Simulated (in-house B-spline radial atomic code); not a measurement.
**Solving the quasi-particle equation for 6s of Lu⁺**

Configuration [Xe] 4f14 6s2, start PBE0; correlation leaves out the 11 deepest shells. Computed with a B-spline radial code for spherical atoms: all electrons, scalar-relativistic (spin-free one-electron X2C), finite nucleus, each spin shell either full or empty, empty states to l = 9 with an (l + 1/2)⁻⁴ tail; G0W0 by contour deformation at full frequency.

At the mean-field level ε = -11.662 eV the matrix elements are Σx = -9.71 eV, v_xc = -8.692 eV and Σc(ε) = -1.52 eV, and the slope of the correlation self-energy is dΣc/dω = -0.1082. The quasi-particle energy solves E = ε + Σx − v_xc + Σc(E).

(1) What does the linearised equation give?

(2) How does that compare with the full solution and with static screening?

Answers

(1) Z = 1/(1 − dΣc/dω) = 1/1.1082 = 0.9024. The first-order shift is Σx − v_xc + Σc(ε) = -9.71 − (-8.692) + (-1.52) = -2.538 eV, so E ≈ ε + Z × shift = -11.662 + 0.9024 × (-2.538) = -13.952 eV.

(2) Solving the equation at full frequency dependence gives E = -13.969 eV, where Σc = -1.290 eV and the weight is 0.913; the linearised value is off by 16 meV. Leaving Z out would give -14.200 eV. Static COHSEX puts -3.050 eV in place of Σc and gives -15.730 eV, 1.76 eV deeper.
